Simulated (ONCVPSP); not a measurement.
**Sr, ONCV: configuration errors across variants**

| Property | Result |
| --- | --- |
| Element | strontium |
| Generator | ONCVPSP 4.0.1 |
| Type | optimised norm-conserving Vanderbilt (ONCV) |
| Functional | LDA (Perdew-Wang 92) |
| Relativity | fully relativistic |
| Frozen core | [Ar] 3d10 |
| Valence charge | 10 |
| Reference configuration | 4s2 4p6 5s1.75 (charge +0.25) |
| Partial waves | 4s+5s: rc 2.35 bohr, ncon 3, nbas 6, qcut 4.4 1/bohr, 2 projectors; 4p: rc 1.55 bohr, ncon 5, nbas 9, qcut 6.3 1/bohr, 2 projectors, debl 1.2 Ha; d scattering state at 0.06 Ha: rc 1.90 bohr, ncon 4, nbas 9, qcut 5.9 1/bohr, 1 projector |
| Local potential | polynomial inside 1.20 bohr (lpopt 5, dvloc0 4 Ha) |
| Core correction | none |

Open shells are filled in proportion to 2j + 1.

In the d channel the program set the typed energies aside and used 0.050 Ha (j = l + 1/2; the other j can differ).

All-electron excitation energies from the reference (eV): (1) 4s2 4p6 5s2 -1.056; (2) 4s2 4p6 5s1 5.003; (3) 4s2 4p6 5s0 16.179; (4) 4s2 4p5 5s2 27.345.

3 further variants failed, have other tests or another functional or relativity, and are left out.

Errors AE − PS in meV (a dash: test not solved or not reliable):

```tsv
change	(1)	(2)	(3)	(4)	bound ghosts	GHOST(+) flags above zero
base	0.0	-0.2	-2.4	+27	none	none
s: qcut 4.8; p: qcut 6.9; d: qcut 6.4	0.0	-0.1	-2.1	+25	none	none
d: rc 1.55, qcut 7.2, nproj 0; local potential the d channel	0.0	-0.2	-2.4	+26	none	none
local potential polynomial inside 1.20 bohr (lpopt 5, dvloc0 5.5 Ha)	0.0	-0.2	-2.4	+26	none	none
d: rc 2.76	0.0	-0.2	-2.4	+27	none	none
d: qcut 8.3	0.0	-0.2	-2.4	+27	none	none
core correction Teter function, fcfact 2, rcfact 1.4	0.0	-0.3	-3.6	+20	none	none
```

(1) Give the same row for: s: ncon 4, nbas 7.

Results:

(1) 0.0, -0.2, -2.2, +24; bound ghosts: none; GHOST(+) flags above zero: none.
